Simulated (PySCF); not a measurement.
H$_{3}$HfO$_{3}$ (SMILES [OH][Hf+]([OH])[OH]), charge +1, singlet, at the geometry of the source list (the multiplicity is a formal guess) (core potentials on Hf); PySCF with PBE0/def2-SVP.

The PySCF input:
```python
from pyscf import gto, scf, dft

mol = gto.M(
    atom='''
Hf    0.06950000   -0.09380000    0.10170000
O     1.58570000   -0.12080000   -0.95190000
H     2.48530000   -0.43640000   -1.10610000
O    -0.39430000   -0.92940000    1.68410000
H    -1.19450000   -0.91180000    2.22730000
O    -1.28610000    0.98250000   -0.57020000
H    -1.26560000    1.50980000   -1.38500000
''',
    basis='def2-svp',
    ecp={'Hf': 'def2-svp'},
    charge=1,
    verbose=5,
)

mf = dft.RKS(mol)
mf.xc = 'pbe0'
mf.kernel()
mf.analyze()
```

The log (banner, timings and long lists left out):

```
PySCF version 2.14.0

[INPUT] verbose = 5
[INPUT] max_memory = 4000
[INPUT] num. atoms = 7
[INPUT] num. electrons = 38
[INPUT] charge = 1
[INPUT] spin (= nelec alpha-beta = 2S) = 0
[INPUT] symmetry False subgroup None
[INPUT] Mole.unit = angstrom
[INPUT] Symbol           X                Y                Z      unit          X                Y                Z       unit  Magmom
[...]
[INPUT] ---------------- BASIS SET ----------------
[INPUT] l, kappa, [nprim/nctr], expnt,             c_1 c_2 ...
[INPUT] O
[...]
                                340.87010191      -0.03989003923
                                77.363135167      -0.17853911985
                                21.47964494       -0.46427684959
                                6.6589433124      -0.44309745172
[...]
                                3.863550544       0.23094120765
                                1.0480920883      0.51375311064
[...]
[INPUT] Hf
[...]
                                11.547491         1.5261602829
[...]
                                5.959979          -0.837135086203
                                1.0921117054      0.505705062862
                                0.49702823217     0.519653886905
[...]
                                1.3077987772      0.18409232564
                                0.53272310298     0.414844235157
                                0.20564954488     0.442243034969
[...]
[INPUT] H
[...]
                                1.9622572         0.13796524
                                0.44453796        0.47831935
[...]
nuclear repulsion = 141.605369595097
number of shells = 39
number of NR pGTOs = 150
number of NR cGTOs = 89
basis = def2-svp
ecp = {'Hf': 'def2-svp'}

******** <class 'pyscf.dft.rks.RKS'> ********
method = RKS
initial guess = minao
damping factor = 0
level_shift factor = 0
DIIS = <class 'pyscf.scf.diis.CDIIS'>
diis_start_cycle = 1
diis_space = 8
diis_damp = 0
SCF conv_tol = 1e-09
SCF conv_tol_grad = None
SCF max_cycles = 50
direct_scf = True
direct_scf_tol = 1e-13
XC library pyscf.dft.libxc version 7.1.2
    S. Lehtola, C. Steigemann, M. J. T. Oliveira, and M. A. L. Marques,  SoftwareX 7, 1–5 (2018)
XC functionals = pbe0
    C. Adamo and V. Barone,  J. Chem. Phys. 110, 6158 (1999)
    M. Ernzerhof and G. E. Scuseria,  J. Chem. Phys. 110, 5029 (1999)
radial grids:
    Treutler-Ahlrichs [JCP 102, 346 (1995); DOI:10.1063/1.469408] (M4) radial grids

becke partition: Becke, JCP 88, 2547 (1988); DOI:10.1063/1.454033
pruning grids: <function nwchem_prune>
grids dens level: 3
symmetrized grids: False
atomic radii adjust function: <function treutler_atomic_radii_adjust>
small_rho_cutoff = 0
Set gradient conv threshold to 3.16228e-05
Initial guess from minao.
Density of valence part of ANO basis will be used as initial guess for Hf
atom Hf rad-grids = 100, ang-grids = [ 50  50  50  50  50  50  50  50  50  50  50  50  50  50  50  50  50  50
  50  50  50  50  50  50  50  50  50  50  50  50  86  86  86  86  86  86
  86  86  86  86  86  86  86  86  86  86 350 350 350 350 350 350 350 350
 350 350 350 434 434 434 434 434 434 434 434 434 434 434 434 434 434 434
 434 434 434 434 434 434 434 434 434 350 350 350 350 350 350 350 350 350
 350 350 350 350 350 350 350 350 350 350]
atom O rad-grids = 75, ang-grids = [ 50  50  50  50  50  50  50  50  50  50  50  50  50  50  50  50  50  50
  50  50  50  50  50  86  86  86  86  86  86  86  86  86 266 266 266 266
 266 266 266 302 302 302 302 302 302 302 302 302 302 302 302 302 302 302
 302 302 302 302 302 266 266 266 266 266 266 266 266 266 266 266 266 266
 266 266 266]
atom H rad-grids = 50, ang-grids = [ 50  50  50  50  50  50  50  50  50  50  50  50  50  50  50  86  86  86
  86 266 266 266 266 266 302 302 302 302 302 302 302 302 302 302 302 302
 302 266 266 266 266 266 266 266 266 266 266 266 266 266]
tot_boxes 2925, boxes in each direction [13 11 13]
Padding 2 grids
tot grids = 95464
nelec by numeric integration = 38.370890844489054
[...]
converged SCF energy = -274.962792896507
Total Energy =                        -274.962792896506585
[...]
0 Hf 6dxy        0.01696   0.02969  -0.00676  -0.00695
0 Hf 6dyz        0.02673  -0.00891  -0.00198  -0.00722
0 Hf 6dz^2      -0.00113   0.02987   0.00390   0.01355
0 Hf 6dxz        0.00754  -0.00191   0.03009   0.02603
0 Hf 6dx2-y2     0.01238  -0.00235   0.05282   0.04395
0 Hf 5f-3        0.01915  -0.04163   0.02066   0.01682
0 Hf 5f-2        0.03463   0.01167  -0.02127  -0.01792
0 Hf 5f-1        0.00190   0.00064   0.02341   0.01940
0 Hf 5f+0       -0.02623   0.07537   0.00567   0.00561
0 Hf 5f+1        0.02248  -0.04813  -0.02667  -0.02259
0 Hf 5f+2        0.01231   0.00415   0.01838   0.01525
0 Hf 5f+3        0.02250  -0.02604  -0.01615  -0.01393
1 O 1s          -0.00025   0.00086  -0.00007   0.00002
1 O 2s           0.00284   0.02071   0.01027   0.00217
1 O 3s           0.01761   0.15121   0.05367   0.03139
1 O 2px         -0.00302   0.01619  -0.03707  -0.00807
1 O 2py          0.00021  -0.00873   0.00143   0.00039
1 O 2pz          0.00186   0.00205   0.02454   0.00521
1 O 3px         -0.01437   0.05297  -0.08980  -0.06732
1 O 3py         -0.00702  -0.02229   0.00597   0.00591
1 O 3pz          0.02026  -0.00345   0.05728   0.04061
1 O 3dxy         0.00889  -0.36572   0.00489   0.00444
1 O 3dyz        -0.02874   0.07253  -0.00099  -0.00067
1 O 3dz^2        0.02687  -0.32498   0.00427   0.00392
1 O 3dxz        -0.00783  -0.23141   0.00523  -0.00748
1 O 3dx2-y2     -0.01187   0.49492  -0.00813   0.00117
2 H 1s           0.00182  -0.03604   0.00860   0.00260
2 H 2s          -0.00539   0.11968  -0.00126   0.00176
2 H 2px         -0.00875   0.35216  -0.01815  -0.01263
2 H 2py          0.00862  -0.12602   0.01122   0.00900
2 H 2pz         -0.00674  -0.05608  -0.00506  -0.00544
3 O 1s          -0.00123   0.00022  -0.00007   0.00002
3 O 2s          -0.02119  -0.00974   0.01081   0.00226
3 O 3s          -0.15135  -0.05495   0.06009   0.03948
3 O 2px          0.02718   0.00417   0.01189   0.00276
3 O 2py         -0.00364  -0.00367   0.01919   0.00403
3 O 2pz         -0.01389   0.00251  -0.03724  -0.00801
3 O 3px          0.10113   0.03660   0.04026   0.03195
3 O 3py         -0.00485  -0.02098   0.03545   0.02300
3 O 3pz         -0.06495   0.00513  -0.08700  -0.06167
3 O 3dxy         0.03007   0.04484  -0.00020   0.00258
3 O 3dyz         0.00377   0.08100   0.00268  -0.00741
3 O 3dz^2        0.01635  -0.02074  -0.00166   0.00719
3 O 3dxz         0.66570   0.05073   0.00665  -0.00006
3 O 3dx2-y2     -0.49099  -0.04442  -0.00355  -0.00448
4 H 1s           0.04324   0.00395   0.00775   0.00250
4 H 2s          -0.15938  -0.01428   0.00332   0.00347
4 H 2px          0.37663   0.04895   0.01815   0.01330
4 H 2py         -0.00641   0.00637  -0.00653  -0.00701
4 H 2pz         -0.25844  -0.04418  -0.00210   0.00198
5 O 1s          -0.00022   0.00074  -0.00006   0.00002
5 O 2s          -0.00241   0.00740   0.01076   0.00225
5 O 3s          -0.02415   0.05927   0.06245   0.04400
5 O 2px         -0.00068   0.00130   0.03029   0.00636
5 O 2py         -0.00141   0.00899  -0.02494  -0.00541
5 O 2pz          0.00263  -0.01457   0.01635   0.00370
5 O 3px          0.00159  -0.00719   0.06985   0.04907
5 O 3py         -0.00056   0.04327  -0.05708  -0.03993
5 O 3pz          0.00118  -0.06014   0.04123   0.02964
5 O 3dxy         0.01581   0.02216   0.00196  -0.00901
5 O 3dyz         0.12081  -0.31162   0.00497  -0.00184
5 O 3dz^2       -0.07124   0.23042  -0.00210  -0.00568
5 O 3dxz        -0.03340  -0.00890  -0.00121   0.00516
5 O 3dx2-y2      0.05055  -0.11451   0.00128   0.00368
6 H 1s           0.00753  -0.02084   0.00768   0.00251
6 H 2s          -0.01360   0.08338   0.01377   0.01203
6 H 2px         -0.00627   0.00611  -0.01062  -0.01223
6 H 2py         -0.03855   0.11790  -0.00325   0.00073
6 H 2pz          0.06263  -0.18339   0.01213   0.00719

WARN: System has nonzero charge 1; the dipole moment is origin-dependent.
Location of origin: [0. 0. 0.]

Dipole moment(X, Y, Z, Debye):  0.92841, -0.24161, -0.17060
```
